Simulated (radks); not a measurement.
Kinetic energies: the exact non-interacting value of the Kohn-Sham orbitals and orbital-free approximations, as 100 (|E| - |E exact|)/|E exact|, negative where the magnitude is too small. Species: Hg2+ [Xe] 4f14 5d10; Si3+ [Ne] 3s1. Calculated with a radial shooting solver on a logarithmic mesh with Libxc functionals: non-relativistic Kohn-Sham, exchange-only PBE, spin-polarised, spherical densities, point nucleus. Every spin shell is full or empty, so the densities are truly spherical. Functionals are evaluated on that one density, not self-consistently.

| functional | Hg2+ | Si3+ |
|---|---|---|
| exact (hartree) | 18407.0 | 286.703 |
| Thomas-Fermi | -4.62 | -7.55 |
| von Weizsacker | -64.59 | -36.14 |
| TF + vW/5 | +2.46 | +5.22 |
| LC94 | +0.01 | +0.19 |
| Thakkar | -0.78 | +0.03 |
| Pearson | -0.84 | -1.71 |
| PG1 | +12.40 | +26.69 |
| Ernzerhof | -0.48 | +0.30 |
